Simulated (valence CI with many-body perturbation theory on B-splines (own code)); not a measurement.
# Ir XLVII: electric-dipole lines

Method: configuration interaction combined with many-body perturbation theory (CI+MBPT): three valence electrons over a frozen Dirac-Fock core [Ar] 3d10, a basis of 11 s, 11 p, 9 d, 7 f, 5 g, 2 h, 1 i functions for each j, with the one-electron correlation potential Σ1 (screened to all orders), the two-electron term Σ2, the three-electron term Σ3, Breit, model QED; selected single and double excitations, second order for the rest (own B-spline code, finite nucleus).

No measured spectrum was set against this ion. As an estimate, large intervals hold to a few tenths of a per cent, small ones and those within an open d or f shell to about a per cent.

Lines 1 to 50 of 275 in falling wavelength, among levels below 5370.5 × 10³ cm⁻¹, chosen from the strongest by gf and those to the six lowest levels. Wavelengths and rates use the calculated energies. Electric multipoles are in the length gauge, E1 and E2 with the static RPA response of the core. Weak lines are less certain than strong ones. Lines between different terms over intervals too small for the method are left out, as are lines whose strength nearly cancels. The highest levels of a list are the least certain.

Levels are named by their leading jj configuration (3d3/2^4 stands for four electrons in 3d with j = 3/2), which in mixed levels can hold well under half, so a name can repeat and another be missing. Letters in brackets count levels of one name in rising energy.

```csv
λ vac (nm),Upper,Lower,A (s⁻¹),S (a.u.)
73.54,(4s^2 4p3/2) J=3/2,(4s 4p1/2^2) J=1/2,7.35e+05,5.77e-04
14.20,(4p1/2 4p3/2 4d3/2) J=7/2,(4s 4p3/2 4d3/2) J=5/2 [b],8.22e+09,9.31e-02
13.77,(4s 4p1/2 4d3/2) J=5/2,(4s^2 4d3/2) J=3/2,1.23e+10,9.53e-02
13.72,(4s 4p1/2 4p3/2) J=3/2 [a],(4s^2 4p3/2) J=3/2,2.68e+09,1.36e-02
13.68,(4p1/2 4p3/2 4d5/2) J=9/2,(4s 4p3/2 4d5/2) J=7/2 [b],5.95e+09,7.52e-02
12.90,(4p1/2 4p3/2 4d5/2) J=7/2 [b],(4s 4p3/2 4d5/2) J=5/2 [b],1.53e+10,1.29e-01
12.68,(4p1/2 4p3/2^2) J=5/2,(4s 4p3/2^2) J=3/2,1.39e+10,8.42e-02
12.59,(4s 4p1/2 4f5/2) J=7/2,(4s^2 4f5/2) J=5/2,2.00e+10,1.57e-01
12.48,(4s 4p1/2 4p3/2) J=5/2,(4s^2 4p3/2) J=3/2,1.60e+10,9.19e-02
12.46,(4p1/2^2 4d3/2) J=3/2,(4s 4p1/2 4d3/2) J=3/2 [b],1.57e+10,5.99e-02
12.38,(4s 4p1/2 4d5/2) J=7/2,(4s^2 4d5/2) J=5/2,1.77e+10,1.32e-01
12.30,(4p1/2 4p3/2 4d5/2) J=9/2,(4s 4p3/2 4d5/2) J=7/2 [a],1.22e+10,1.12e-01
12.29,(4p1/2^2 4d3/2) J=3/2,(4s 4p1/2 4d3/2) J=1/2,1.38e+10,5.05e-02
12.14,(4p1/2^2 4p3/2) J=3/2,(4s 4p1/2 4p3/2) J=1/2,1.22e+10,4.31e-02
12.11,(4p1/2 4p3/2 4d5/2) J=3/2 [b],(4s 4p3/2 4d5/2) J=3/2 [b],1.70e+10,5.95e-02
12.06,(4s 4p1/2 4f7/2) J=9/2,(4s^2 4f7/2) J=7/2,2.09e+10,1.81e-01
12.02,(4p1/2 4p3/2 4d5/2) J=1/2,(4s 4p3/2 4d5/2) J=3/2 [b],2.84e+10,4.87e-02
11.93,(4s 4p1/2 4f7/2) J=7/2 [b],(4s^2 4f7/2) J=7/2,2.01e+10,1.34e-01
11.89,(4p1/2 4p3/2 4d3/2) J=5/2 [a],(4s 4p3/2 4d3/2) J=5/2 [a],1.39e+10,6.91e-02
11.87,(4p1/2 4p3/2 4d3/2) J=5/2 [a],(4s 4p3/2 4d3/2) J=3/2 [a],8.16e+09,4.04e-02
11.86,(4s 4p1/2^2) J=1/2,(4s^2 4p1/2) J=1/2,3.52e+10,5.79e-02
11.85,(4p1/2^2 4p3/2) J=3/2,(4s 4p1/2 4p3/2) J=3/2 [b],1.85e+10,6.09e-02
11.85,(4s 4p1/2 4f5/2) J=5/2 [b],(4s^2 4f5/2) J=5/2,2.08e+10,1.03e-01
11.82,(4s 4p1/2 4f7/2) J=5/2,(4s^2 4f7/2) J=7/2,2.00e+10,9.79e-02
11.78,(4s 4p1/2 4d3/2) J=3/2 [b],(4s^2 4d3/2) J=3/2,1.48e+10,4.76e-02
11.73,(4p1/2 4p3/2 4d3/2) J=1/2 [a],(4s 4p3/2 4d3/2) J=1/2 [a],2.54e+10,4.04e-02
11.72,(4s 4p1/2 4f5/2) J=3/2,(4s^2 4f5/2) J=5/2,1.85e+10,5.87e-02
11.72,(4p1/2 4p3/2 4d3/2) J=3/2 [a],(4s 4p3/2 4d3/2) J=3/2 [a],1.66e+10,5.27e-02
11.68,(4s 4p1/2 4d5/2) J=5/2 [b],(4s^2 4d5/2) J=5/2,1.91e+10,9.02e-02
11.66,(4p1/2 4p3/2 4d5/2) J=7/2 [b],(4s 4p3/2 4d5/2) J=7/2 [b],9.66e+09,6.05e-02
11.65,(4p1/2 4p3/2 4d5/2) J=3/2 [b],(4s 4p3/2 4d5/2) J=1/2,2.05e+10,6.39e-02
11.59,(4p1/2 4p3/2 4d5/2) J=5/2 [a],(4s 4p3/2 4d5/2) J=3/2 [a],1.83e+10,8.45e-02
11.57,(4s 4p1/2 4d5/2) J=3/2,(4s^2 4d5/2) J=5/2,2.49e+10,7.61e-02
11.55,(4p1/2^2 4d5/2) J=5/2,(4s 4p1/2 4d5/2) J=3/2,2.17e+10,9.92e-02
11.46,(4p1/2 4p3/2^2) J=1/2,(4s 4p3/2^2) J=1/2,4.34e+10,6.44e-02
11.44,(4p1/2^2 4d5/2) J=5/2,(4s 4p1/2 4d5/2) J=5/2 [b],2.89e+10,1.28e-01
11.43,(4p1/2 4p3/2 4d5/2) J=5/2 [b],(4s 4p3/2 4d5/2) J=7/2 [b],1.91e+10,8.46e-02
11.39,(4p1/2 4p3/2 4d3/2) J=7/2,(4s 4p3/2 4d3/2) J=7/2,1.78e+10,1.04e-01
11.20,(4p1/2 4p3/2 4d5/2) J=3/2 [a],(4s 4p3/2 4d5/2) J=5/2 [a],3.84e+10,1.07e-01
11.08,(4s 4p1/2 4p3/2) J=3/2 [b],(4s^2 4p3/2) J=3/2,2.27e+10,6.10e-02
11.06,(4p1/2 4p3/2 4d5/2) J=5/2 [a],(4s 4p3/2 4d5/2) J=5/2 [a],2.46e+10,9.88e-02
10.84,(4p1/2^2 4d5/2) J=5/2,(4s 4p1/2 4d5/2) J=7/2,5.92e+10,2.24e-01
10.84,(4s 4p1/2 4p3/2) J=1/2,(4s^2 4p3/2) J=3/2,3.03e+10,3.81e-02
10.81,(4p1/2^2 4d3/2) J=3/2,(4s 4p1/2 4d3/2) J=5/2,6.51e+10,1.62e-01
10.65,(4p1/2 4p3/2 4d5/2) J=7/2 [b],(4s 4p3/2 4d5/2) J=7/2 [a],1.30e+10,6.21e-02
10.63,(4p1/2 4p3/2^2) J=3/2,(4s 4p3/2^2) J=5/2,4.64e+10,1.10e-01
10.61,(4p1/2 4p3/2^2) J=5/2,(4s 4p3/2^2) J=5/2,2.93e+10,1.04e-01
10.60,(4p1/2 4p3/2 4d5/2) J=7/2 [a],(4s 4p3/2 4d5/2) J=9/2,4.86e+10,2.29e-01
10.58,(4p1/2^2 4p3/2) J=3/2,(4s 4p1/2 4p3/2) J=5/2,7.05e+10,1.65e-01
10.45,(4p1/2 4p3/2 4d5/2) J=5/2 [b],(4s 4p3/2 4d5/2) J=7/2 [a],2.38e+10,8.03e-02
```
